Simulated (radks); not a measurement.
Spherical jellium clusters: N electrons in a uniform positive sphere of charge N and radius rs N^(1/3), rs = 4.87 bohr. Calculated with a radial shooting solver with Libxc functionals: non-relativistic Kohn-Sham, LDA (Slater exchange, Perdew-Wang correlation), spin-polarised, spherical densities. Levels are named by radial order and angular momentum (1s, 1p, 1d, 2s, ...), and open shells are averaged over m. Each electron was tried in the lowest free levels, single moves between levels near the top were tried too, and the lowest total energy was kept; such a search can miss a lower state. Energies include the self-energy of the background; IP and EA are vertical (highest electron removed, lowest free level filled), at fixed background; spill-out counts the electrons outside the background radius R, and alpha is the static dipole polarisability from linear response (closed shells only). A dash means not computed or, for alpha, an open shell; in EA it means that no bound solution was reached, which is typical of self-interaction and does not show that the anion is unstable. Real open-shell clusters deform, which this model forbids.

| N | open shells | 2S | E/N (eV) | E(N+1) + E(N-1) - 2E(N) (eV) | IP (eV) | EA (eV) | -e(HOMO) (eV) | alpha/R^3 |
|---|---|---|---|---|---|---|---|---|
| 1 | 1s(up 1, down 0) | 1 | -1.337 | - | - | - | 2.651 | - |
| 2 | none | 0 | -1.670 | 0.791 | 4.526 | - | 2.736 | 1.486 |
| 3 | 1p(up 1, down 0) | 1 | -1.517 | -0.510 | 3.424 | - | 1.973 | - |
| 4 | 1p(up 2, down 0) | 2 | -1.569 | -0.336 | 3.820 | - | 2.370 | - |
| 5 | 1p(up 3, down 0) | 3 | -1.666 | 0.262 | 4.029 | - | 2.619 | - |
| 6 | 1p(up 3, down 1) | 2 | -1.688 | -0.276 | 3.662 | 1.187 | 2.389 | - |
| 7 | 1p(up 3, down 2) | 1 | -1.743 | -0.196 | 3.870 | 1.420 | 2.612 | - |
| 8 | none | 0 | -1.808 | 0.841 | 4.003 | - | 2.769 | 1.338 |
| 9 | 1d(up 1, down 0) | 1 | -1.766 | -0.202 | 3.106 | - | 1.979 | - |
| 10 | 1d(up 2, down 0) | 2 | -1.752 | -0.168 | 3.282 | 1.105 | 2.169 | - |
| 11 | 1d(up 3, down 0) | 3 | -1.756 | -0.142 | 3.418 | 1.269 | 2.322 | - |
| 12 | 1d(up 4, down 0) | 4 | -1.771 | -0.120 | 3.526 | 1.407 | 2.447 | - |
| 13 | 1d(up 5, down 0) | 5 | -1.794 | 0.275 | 3.614 | 1.161 | 2.551 | - |
| 14 | 1d(up 5, down 1) | 4 | -1.793 | -0.131 | 3.308 | 1.315 | 2.295 | - |
| 15 | 1d(up 5, down 2) | 3 | -1.801 | -0.112 | 3.418 | 1.445 | 2.416 | - |
| 16 | 1d(up 5, down 3) | 2 | -1.815 | -0.096 | 3.508 | 1.556 | 2.518 | - |
| 17 | 1d(up 5, down 4) | 1 | -1.833 | -0.084 | 3.583 | 1.653 | 2.605 | - |
| 18 | none | 0 | -1.854 | 0.172 | 3.646 | 1.513 | 2.680 | 1.259 |
| 19 | 2s(up 1, down 0) | 1 | -1.863 | 0.189 | 3.454 | 1.372 | 2.504 | - |
| 20 | none | 0 | -1.862 | 0.200 | 3.260 | 1.184 | 2.345 | 1.283 |
| 21 | 1f(up 1, down 0) | 1 | -1.852 | -0.090 | 3.069 | 1.284 | 2.166 | - |
| 22 | 1f(up 2, down 0) | 2 | -1.847 | -0.082 | 3.143 | 1.373 | 2.248 | - |
| 23 | 1f(up 3, down 0) | 3 | -1.845 | -0.074 | 3.209 | 1.454 | 2.322 | - |
| 24 | 1f(up 4, down 0) | 4 | -1.847 | -0.068 | 3.267 | 1.528 | 2.389 | - |
| 25 | 1f(up 5, down 0) | 5 | -1.852 | -0.062 | 3.320 | 1.596 | 2.449 | - |
| 26 | 1f(up 6, down 0) | 6 | -1.858 | -0.057 | 3.367 | 1.658 | 2.504 | - |
| 27 | 1f(up 7, down 0) | 7 | -1.866 | 0.237 | 3.409 | 1.431 | 2.554 | - |
| 28 | 1f(up 7, down 1) | 6 | -1.865 | -0.066 | 3.158 | 1.506 | 2.325 | - |
| 29 | 1f(up 7, down 2) | 5 | -1.867 | -0.061 | 3.215 | 1.574 | 2.387 | - |
| 30 | 1f(up 7, down 3) | 4 | -1.870 | -0.056 | 3.266 | 1.637 | 2.444 | - |
| 31 | 1f(up 7, down 4) | 3 | -1.875 | -0.052 | 3.312 | 1.694 | 2.496 | - |
| 32 | 1f(up 7, down 5) | 2 | -1.881 | -0.048 | 3.353 | 1.748 | 2.544 | - |
| 33 | 1f(up 7, down 6) | 1 | -1.889 | -0.044 | 3.392 | 1.798 | 2.589 | - |
| 34 | none | 0 | -1.897 | 0.284 | 3.427 | 1.534 | 2.629 | 1.207 |
| 35 | 2p(up 1, down 0) | 1 | -1.896 | - | 3.133 | 1.584 | 2.353 | - |

All shells are closed at N = 2, 8, 18, 20, 34 (there: 1s2 1p6 1d10 2s2 1f14); the second difference of the energy has clear peaks (12 % above both neighbours; the first and last values, which can be the largest, are not judged, and half-filled shells can peak too) at N = 5, 8, 13, 27.
